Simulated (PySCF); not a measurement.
Does the answer move with the share of exact exchange?

Compound: C₃H₈O₂Si.
SMILES: `C=COC[SiH2]O`

Torsions of this conformer, `[CH2:1]=[CH:2][O:3][CH2:4][SiH2:5][OH:6]`: C1–C2–O3–C4 0°, C2–O3–C4–Si5 180°, O3–C4–Si5–O6 -54°, H–O6–Si5–C4 47°.

PySCF, pcSseg-1 basis, density fitting, gas phase, PBE0-D3(BJ)/def2-SVP geometry. One functional is left out:

```
functional  exact exchange (%)  HOMO energy (eV)  LUMO energy (eV)  dipole moment (D)
     B97-D                   0             -5.65             -0.23              1.190
      BLYP                   0             -5.53             -0.28              1.165
      BP86                   0             -5.80             -0.43              1.179
       LDA                   0             -5.89             -0.65              1.263
      OPBE                   0             -5.63             -0.17              1.152
       PBE                   0             -5.69             -0.40              1.165
     B3LYP                  20             -6.67              0.31              1.317
     B97-2                  21             -6.65              0.57              1.327
      PBE0                  25             -6.91              0.55              1.345
 BHandHLYP                  50             -7.98              1.50              1.490
```

Question: Predict the row of mPW1PW91 (25 % exact exchange) by straight lines through the other rows, and check it.

Answer: 
| property | line | computed | computed − line | PBE0 (25 %), for comparison |
| --- | --- | --- | --- | --- |
| HOMO energy (eV) | -6.86 | -6.94 | -0.08 | -6.91 |
| LUMO energy (eV) | 0.58 | 0.57 | -0.01 | 0.55 |
| dipole moment (D) | 1.342 | 1.353 | +0.011 | 1.345 |

Question: Which of these properties follows the share of exact exchange most closely, and which least?

Answer: Most closely the HOMO energy, least the dipole moment; the correlations over the tabulated rows are HOMO energy -0.992, LUMO energy 0.977, dipole moment 0.962. The HOMO energy moves by -0.462 eV for every 10 %. Functionals with the same share still differ in their other parts: at 0 % BLYP and LDA differ by 0.36 eV in it.
